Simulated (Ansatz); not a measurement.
Frontier orbitals of `[SiH3][InH][SbH][CH2]N([SiH3])[SiH3]`.

```xyz
20

Si   -2.482    0.756   -1.814
In    0.072    0.406   -1.785
Sb    1.893    2.240   -0.671
C     1.882    0.512    0.708
N     0.679   -0.356    0.526
Si   -0.673    0.095    1.565
Si    1.066   -2.077    0.444
H    -2.942    1.705   -0.762
H    -2.889    1.326   -3.132
H    -3.238   -0.515   -1.630
H     0.813   -0.913   -2.638
H     0.641    3.033    0.187
H     1.985    0.841    1.747
H     2.783   -0.056    0.462
H    -1.022    1.511    1.321
H    -0.287   -0.080    2.992
H    -1.798   -0.809    1.223
H    -0.150   -2.787   -0.019
H     1.476   -2.592    1.780
H     2.190   -2.240   -0.506
```

Charge 0, multiplicity 1. Correlated methods include outer-core shells of In, Sb, which these sets cover unevenly. In, Sb takes the def2 core potential. Geometry: relaxed with PBE0-D4/def2-TZVP. It is one conformer, not always the lowest. Basis def2-TZVPP, the Gaussian-basis code of Ansatz.

Orbital energies of one run (eV). Highest occupied ones, from the top: -5.80, -6.70, -6.94, -7.89, -8.81, -8.98, -9.04, -9.46, -9.55, -9.90, -9.95, -10.19, -11.32, -12.02. Empty: -1.63, -1.11, -0.48, -0.36, 0.11, 0.32.

(1) Which functional gave them?
A. revPBE
B. BHLYP
C. r2SCANh
D. r2SCAN0

Results:

(1) C. HOMO energies: r2SCANh -5.80, r2SCAN0 -6.28, revPBE -5.23, BHLYP -6.85 eV.
